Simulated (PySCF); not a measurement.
C4H9O3S (charge -1).
Atom-mapped SMILES: `[CH3:1][CH2:2][C@H:3]([CH3:4])[S:5](=[O:6])(=[O:7])[O-:8]` (hydrogens: H9, H10, H11 on C1; H12, H13 on C2; H14 on C3; H15, H16, H17 on C4)

Structure used (GFN2-xTB), in Å, numbered top down from 1:
```
atom  x, y, z in Å
C1     2.0082    0.5593   -0.2393
C2     0.8770   -0.4180   -0.5305
C3    -0.2482   -0.2861    0.4733
C4    -1.2642   -1.3989    0.3857
S5    -1.2064    1.2355    0.0422
O6    -2.3473    1.2286    0.9583
O7    -0.3090    2.3728    0.2621
O8    -1.5786    1.0511   -1.3602
H9     2.5189    0.2937    0.6869
H10    2.7387    0.5669   -1.0484
H11    1.5730    1.5502   -0.1294
H12    1.2611   -1.4481   -0.5549
H13    0.4433   -0.1881   -1.5069
H14    0.1144   -0.1405    1.4904
H15   -0.8501   -2.3732    0.6612
H16   -2.1009   -1.1549    1.0358
H17   -1.6368   -1.4381   -0.6361
```

A PySCF run (density fitting, gas phase, GFN2-xTB geometry) gave HOMO -6.18 eV, LUMO 9.76 eV and E = -778.361 Eh.

Question: Which of these levels was it?
A. HF/6-31G
B. PBE/pcSseg-1
C. B97-2/def2-SVPD
D. HSE06/def2-SVP

Answer: A. It is HF/6-31G. All candidates on this geometry:

```json
{"level and settings": "PBE/pcSseg-1, grid level 4, damping 0.1 at the start, DIIS from the seventh cycle", "kind": "GGA", "basis functions": "188", "SCF cycles": "32", "E (Eh)": "-781.0619", "HOMO (eV)": "-0.40", "LUMO (eV)": "4.28"}
{"level and settings": "B97-2/def2-SVPD, start guess sap", "kind": "global hybrid", "basis functions": "248", "SCF cycles": "18", "E (Eh)": "-781.2459", "HOMO (eV)": "-2.11", "LUMO (eV)": "4.01"}
{"level and settings": "HSE06/def2-SVP, start guess sap", "kind": "screened hybrid, exact exchange at short range", "basis functions": "161", "SCF cycles": "16", "E (Eh)": "-780.7883", "HOMO (eV)": "-1.37", "LUMO (eV)": "5.14"}
{"level and settings": "HF/6-31G", "kind": "Hartree–Fock", "basis functions": "94", "SCF cycles": "11", "E (Eh)": "-778.3613", "HOMO (eV)": "-6.18", "LUMO (eV)": "9.76"}
```

The nearest other candidate, by the summed differences of HOMO and LUMO, is HSE06/def2-SVP: its HOMO differs by +4.81 eV and its LUMO by -4.62 eV.
